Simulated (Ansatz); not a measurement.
`[OH][GeH2][NH][SiH](O)F` + `CO[SiH](O)[SiH3]` → `CO[SiH](O)[GeH2][OH]` + `O[SiH](F)N[SiH3]`  (redistribution)

Gas-phase electronic energies from Ansatz, PBE0-D4/def2-TZVP geometries. CCSD(T)/CBS is the MP2 limit (def2-TZVPP, def2-QZVPP) plus CCSD(T) − MP2 in def2-TZVPP, frozen cores. Functionals use def2-TZVPP. For Ge outer-core shells are correlated without core-valence functions, which leaves a few kJ/mol of doubt a bond. Scalar relativity is left out up to krypton. One conformer a species, not always the lowest.

```csv
level,ΔE (eV)
ωB97X-V,-0.32
B2PLYP,-0.36
SCS-MP2/def2-TZVPP,-0.34
CCSD/def2-TZVPP,-0.31
HF/def2-QZVPP,-0.39
MP2/def2-QZVPP,-0.36
HF/CBS(def2),-0.39
MP2/CBS(def2),-0.37
```

What does CCSD(T)/CBS give? (Best estimate.)

Computed: -0.33 eV. The listed levels differ from it by 0.01, -0.03, -0.01, 0.02, -0.06, -0.03, -0.06, -0.04 eV.

Largest T1 diagnostic among the species: 0.012.

In def2-TZVPP, CCSD(T) changes the Hartree–Fock value by +0.10 eV (the triples alone add +0.02 eV) and MP2 by +0.06 eV.
